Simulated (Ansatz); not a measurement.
Consider the hydrogenolysis of a C–Br bond: `N=C(Br)[SiH2]O` + H₂ → `N=C[SiH2]O` + HBr.

Gas-phase electronic energies from Ansatz, PBE0-D4/def2-TZVP geometries. CCSD(T)/CBS is the MP2 limit (def2-TZVPP, def2-QZVPP) plus CCSD(T) − MP2 in def2-TZVPP, frozen cores. This one scheme is used for every species. Functionals use def2-TZVPP. For Br outer-core shells are correlated without core-valence functions, which leaves a few kJ/mol of doubt a bond. Scalar relativity is left out up to krypton. Each species was taken in one conformer, which may not be the lowest.

```json
{"level": "PBE-D4", "ΔE (kJ/mol)": "-30.6"}
{"level": "r2SCAN0-D4", "ΔE (kJ/mol)": "-44.3"}
{"level": "PBE", "ΔE (kJ/mol)": "-36.7"}
{"level": "revPBE", "ΔE (kJ/mol)": "-37.6"}
{"level": "HF/def2-TZVPP", "ΔE (kJ/mol)": "-76.2"}
{"level": "SCS-MP2/def2-TZVPP", "ΔE (kJ/mol)": "-46.1"}
{"level": "HF/CBS(def2)", "ΔE (kJ/mol)": "-76.5"}
{"level": "MP2/CBS(def2)", "ΔE (kJ/mol)": "-36.8"}
```

Problem. What does CCSD(T)/CBS give? (Best estimate.)

Solution. Ansatz gave: -47.2 kJ/mol. The listed levels differ from it by 16.6, 2.9, 10.5, 9.6, -29.0, 1.1, -29.3, 10.4 kJ/mol.

Largest T1 diagnostic among the species: 0.012.

In def2-TZVPP, CCSD(T) changes the Hartree–Fock value by +26.7 kJ/mol (the triples alone add +7.9 kJ/mol) and MP2 by +37.1 kJ/mol. From PBE to PBE0 (25 % exact exchange), in def2-TZVPP and without D4, ΔE moves by −11.9 kJ/mol. At CCSD(T), def2-SVP lies −20.0 kJ/mol from the extrapolated value and def2-TZVPP −2.3 kJ/mol.

CCSD(T)/CBS has its own doubt, a few kJ/mol and more with outer-core shells, so smaller differences from it don't rank the levels.
